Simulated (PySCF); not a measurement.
Delta-SCF ions had no search for a lower state. Excitations are Tamm–Dancoff values on a coarser integration grid. The basis has no diffuse functions, so Rydberg states are missing or too high.

C$_{9}$H$_{6}$BNS, SMILES `Bc1ccc(C#N)c2ccsc12` (charge 0, multiplicity 1)

All values below come from r2SCAN-D4/def2-TZVP // r2SCAN-D4/def2-SVP in PySCF.

```yaml
HOMO: -6.33 eV
dipole_moment: 2.61 D
HOMO–LUMO gap: 2.70 eV
LUMO: -3.62 eV
S1 excitation (TDA): 3.10 eV
S1 oscillator strength: 0.065
brightest of the four lowest singlets (TDA): 4.78 eV
T1 excitation (TDA): 2.32 eV
S1–T1 gap (TDA): 0.78 eV
vertical ionisation energy (Delta-SCF): 8.56 eV
total_energy: -824.2385 Ha
cost: around 2.0 core-hours (rough)
```

```xyz
18

B     -2.0112     2.1460    -0.7864
C     -1.2508     0.8812    -0.3376
C     -1.9517    -0.2879     0.0285
C     -1.3053    -1.4573     0.4414
C      0.0957    -1.5028     0.5052
C      0.7681    -2.6908     0.9250
N      1.3354    -3.6512     1.2651
C      0.8598    -0.3593     0.1499
C      2.2812    -0.1899     0.1427
C      2.6410     1.0646    -0.2637
S      1.2887     2.0816    -0.6503
C      0.1629     0.8087    -0.2644
H     -1.4118     3.1464    -1.1001
H     -3.2174     2.1322    -0.8235
H     -3.0446    -0.2722    -0.0147
H     -1.8804    -2.3441     0.7175
H      2.9895    -0.9700     0.4279
H      3.6510     1.4648    -0.3623
```
